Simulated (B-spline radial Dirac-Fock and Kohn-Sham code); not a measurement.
**Internal conversion coefficients of Pb at 18.2 keV**

Z = 82 (lead), transition energy 18.2 keV. Model: a Dirac-Hartree-Slater potential of the neutral atom with a Latter tail (no hole, which puts coefficients of high multipoles low close above an edge), finite nucleus with surface currents. Program: a B-spline atomic structure program. The K shell is not open to conversion at this energy. Subshells that would emit electrons below 1 keV are left out.

```
subshell  electron energy (keV)       E1     E2      M2        M4        M5
      L1                   2.34     1.20    212   29100  9.50e+06  3.89e+07
      L2                   3.00     2.26   8260    1120    111000    547000
      L3                   5.16     3.33   9630   18300  1.11e+09  3.31e+10
      M1                  14.35    0.324   44.8    8030  2.09e+07  7.25e+08
      M2                  14.65    0.385   2070     427    741000  2.53e+07
      M3                  15.13    0.593   2500    5100  5.75e+08  4.39e+10
      M4                  15.61    0.193   37.8    87.8  5.83e+06  5.08e+08
      M5                  15.72    0.246   32.3    5.58  1.68e+08  4.48e+10
      N1                  17.31   0.0871   11.9    2170  7.56e+06  3.24e+08
      N2                  17.44   0.0928    528     118    291000  1.23e+07
      N3                  17.56    0.140    633    1310  1.67e+08  1.47e+10
      N4                  17.77   0.0445   9.67    24.3  1.87e+06  1.84e+08
      N5                  17.79   0.0565   7.91    1.51  4.84e+07  1.39e+10
      N6                  18.06  0.00261  0.188  0.0361     76300  2.28e+07
      N7                  18.06  0.00319  0.219  0.0142     72100  2.21e+08
   total                            9.04  24200   66700  2.16e+09  1.57e+11
```

Q: For a pure E2 transition, what fraction of decays emits a photon?

A: 1/(1 + α) = 4.13e-05 with the total α = 24200; the total includes the outer subshells that are not listed.

Values without a named source are computed, but for edge energies of neutral atoms, which are taken from tables.
